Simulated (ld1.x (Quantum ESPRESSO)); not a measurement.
## Before and after: TM potential for Zr (Z = 40)

ld1.x (Quantum ESPRESSO) 7.5 input, shortened:

```
&input
   title='Zr', zed=40., rel=1, dft='PBE', iswitch=3,
   config='[Kr] 4d2 5s1 5p0'
 /
 &inputp
   pseudotype=2, tm=.true., lloc=2,
   nlcc=.false.
 /
3
5S  1  0   1.00   0.00  2.20  2.20  0.0
5P  2  1   0.00   0.00  3.00  3.00  0.0
4D  3  2   2.00   0.00  1.80  1.80  0.0
 &test
   configts(1)='4d2 5s1 5p0'
 /
```

All-electron outer shells of the reference configuration (PBE, scalar-relativistic, ld1.x):

```json
{"shell": "4p", "level (eV)": "-39.14", "outermost node (bohr)": "0.56", "outermost maximum (bohr)": "1.17"}
{"shell": "4d", "level (eV)": "-9.98", "outermost node (bohr)": "0.58", "outermost maximum (bohr)": "1.59"}
{"shell": "5s", "level (eV)": "-9.94", "outermost node (bohr)": "1.46", "outermost maximum (bohr)": "3.00"}
{"shell": "5p", "level (eV)": "-6.26", "outermost node (bohr)": "1.68", "outermost maximum (bohr)": "3.71"}
```

Change: all radii scaled by about 0.96 (s 2.10, p 2.88, d 1.72 bohr).

Cutoffs: the cutoffs (Ry, on a coarse ladder) from which the occupation-weighted sum of valence levels, in a spherical-Bessel basis at the reference potential, stays within 10 and 1 mRy of its value at 400 Ry; they do not see the model core or the augmentation charge, which bear on the density cutoff. Errors are all-electron minus pseudo energies relative to the spin-unpolarised reference configuration.

Q: Predict the effect on cutoff, ghosts and configuration errors.

A: The potential gets harder (30 Ry and 40 Ry → 35 Ry and 50 Ry); both files keep a bound ghost (p, s); of the 7 tests that both files solve, the error grows in 3 and shrinks in 0 by more than 15 % and 0.3 meV (median size 38.0 → 79.0 meV). A smaller radius makes the pseudo-wave follow the all-electron one further in, where it bends more sharply, so more plane waves are needed. That the errors move this way runs against the usual rule that smaller radii transfer better.

| quantity | base | changed |
| --- | --- | --- |
| cutoff, loose | 30 Ry | 35 Ry |
| cutoff, tight | 40 Ry | 50 Ry |
| loose cutoff by channel (10 mRy a level) | s 15 Ry, d 30 Ry | s 18 Ry, d 30 Ry |
| bound ghosts | s, p | s, p |
| error for 4d2 5s2 5p0, meV [ΔE -7.14 eV] | +38 | +41 |
| error for 4d2 5s0 5p0, meV [ΔE 12.94 eV] | +142 | +193 |
| error for 4d1 5s0 5p0, meV [ΔE 35.57 eV] | +306 | +322 |
| error for 4d2 5s1 5p1, meV [ΔE -4.10 eV] | +8.4 | +8.5 |
| error for 4d2 5s1.5 5p0, meV [ΔE -4.26 eV] | +14 | +15 |
| error for 4d1 5s2 5p1, meV [ΔE -4.13 eV] | +125 | +154 |
| error for 4d2 5s0 5p2, meV [ΔE -0.92 eV] | +33 | +79 |

Base: These tests converged, but a pseudo level misses the all-electron one widely, so the file describes the atom poorly there or has found another state: 4d1 5s0 5p0: empty 5p by 3.5 eV (a node warning on the way). Changed file: These tests converged, but a pseudo level misses the all-electron one widely, so the file describes the atom poorly there or has found another state: 4d1 5s0 5p0: empty 5p by 2.9 eV (a node warning on the way). A true bound ghost makes a file unfit for plane-wave use even where its test errors are small: the radial tests pick states by their node count and pass the ghost by.
